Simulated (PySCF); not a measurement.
C3H2BrF, SMILES C=C=C(F)Br. Coordinates come from a PBE-D3(BJ)/def2-SVP optimisation.

These are PBE-D3(BJ)/def2-SVP run with PySCF values and carry that method's errors.

Harmonic wavenumbers (cm⁻¹): 141, 220, 319, 426, 447, 589, 633, 879, 963, 1027, 1268, 1423, 2035, 3035, 3118. Rotational constants (GHz): 5.612, 1.916, 1.443; symmetry number 1.

### Question
Work out the zero-point energy and the ideal-gas rigid-rotor harmonic-oscillator thermochemistry at 298.15 K and 1 atm.

### Answer
ZPE = ½ Σ hcν = ½ × 16523 cm⁻¹ = 23.62 kcal/mol. H − E(el) = 27.62 kcal/mol. Entropy in cal/(mol K): translation 40.66, rotation 27.43, vibration 9.00, total 77.08. G − E(el) = 4.64 kcal/mol. Cp = 19.68 cal/(mol K). Modes under 150 cm⁻¹ make the vibrational entropy uncertain.
